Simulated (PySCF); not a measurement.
## UHF on Ne⁺ (neon, charge +1)

Configuration: [He] 2s2 2p5, 2P determinant. Computed with PySCF 2.14 in Sapporo-DZP-2012, with the spin-free X2C one-electron Hamiltonian (Gaussian nucleus).

```json
{
 "Total energy": "-127.887252 hartree",
 "One-electron energy": "-175.1115 hartree",
 "Hartree (Coulomb) energy": "58.8809 hartree",
 "Exchange energy": "-11.6566 hartree",
 "⟨S²⟩": "0.7521",
 "⟨L²⟩": "2.006",
 "Sum of ⟨r⟩": "6.460 bohr",
 "Sum of ⟨r²⟩": "6.918 bohr²",
 "Traceless quadrupole moment −½Σ⟨3z² − r²⟩ along its main axis": "0.435 e·bohr²",
 "Langevin diamagnetic susceptibility": "-5.48 ×10⁻⁶ cm³/mol",
 "Time after the integrals": "0.05 s of wall time on 1 thread of Intel(R) Xeon(R) Platinum 8559C (shared host)"
}
```

```json
{"shell": "1s α", "electrons": "1", "mean orbital energy (eV)": "-916.86", "spread (eV)": "0", "rms radius, mean of both spins (bohr)": "0.182"}
{"shell": "1s β", "electrons": "1", "mean orbital energy (eV)": "-915.21", "spread (eV)": "0", "rms radius, mean of both spins (bohr)": "0.182"}
{"shell": "2s α", "electrons": "1", "mean orbital energy (eV)": "-74.844", "spread (eV)": "0", "rms radius, mean of both spins (bohr)": "0.948"}
{"shell": "2s β", "electrons": "1", "mean orbital energy (eV)": "-68.733", "spread (eV)": "0", "rms radius, mean of both spins (bohr)": "0.948"}
{"shell": "2p α", "electrons": "3", "mean orbital energy (eV)": "-44.998", "spread (eV)": "3.615", "rms radius, mean of both spins (bohr)": "1.01"}
{"shell": "2p β", "electrons": "2", "mean orbital energy (eV)": "-42.154", "spread (eV)": "0", "rms radius, mean of both spins (bohr)": "1.01"}
```
